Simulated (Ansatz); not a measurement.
Reactions of C4H9B, SMILES `CCB1CC1`.

Gas-phase electronic energies from Ansatz, PBE0-D4/def2-TZVP geometries. CCSD(T)/CBS adds triple-zeta CCSD(T) − MP2 to the extrapolated MP2 energy (def2 sets, frozen cores). This one scheme is used for every species, atoms too. Double bonds are as drawn, so ΔE can hold a change between cis and trans. DFT in def2-TZVPP. B3LYP here is the variant with VWN-RPA as its local correlation; programs differ in this. No spin–orbit coupling; open shells (•) take unrestricted orbitals. Spin–orbit coupling would lower the free atoms: a little for B, C. One conformer a species, not always the lowest.

```json
{"reaction": "`CCB1CC1` → `B/C(C)=C/C`", "CCSD/CBS(def2) (kJ/mol)": "-26", "B3LYP-D4 (kJ/mol)": "-34", "CCSD(T)/CBS(def2) (kJ/mol)": "-29"}
{"reaction": "`CCB1CC1` → `B/C=C/CC`", "CCSD/CBS(def2) (kJ/mol)": "-28", "B3LYP-D4 (kJ/mol)": "-33", "CCSD(T)/CBS(def2) (kJ/mol)": "-29"}
{"reaction": "`CCB1CC1` → `CB1CC1` + `[CH2]` (triplet)", "CCSD/CBS(def2) (kJ/mol)": "412", "B3LYP-D4 (kJ/mol)": "414", "CCSD(T)/CBS(def2) (kJ/mol)": "423"}
{"reaction": "`CCB1CC1` → B• + 4 C• + 9 H•", "CCSD/CBS(def2) (kJ/mol)": "5468", "B3LYP-D4 (kJ/mol)": "5565", "CCSD(T)/CBS(def2) (kJ/mol)": "5532"}
{"reaction": "`CCB1CC1` + H₂ → `CB1CC1` + CH₄", "CCSD/CBS(def2) (kJ/mol)": "-84", "B3LYP-D4 (kJ/mol)": "-85", "CCSD(T)/CBS(def2) (kJ/mol)": "-80"}
```

Largest T1 diagnostic: 0.014, for B•.
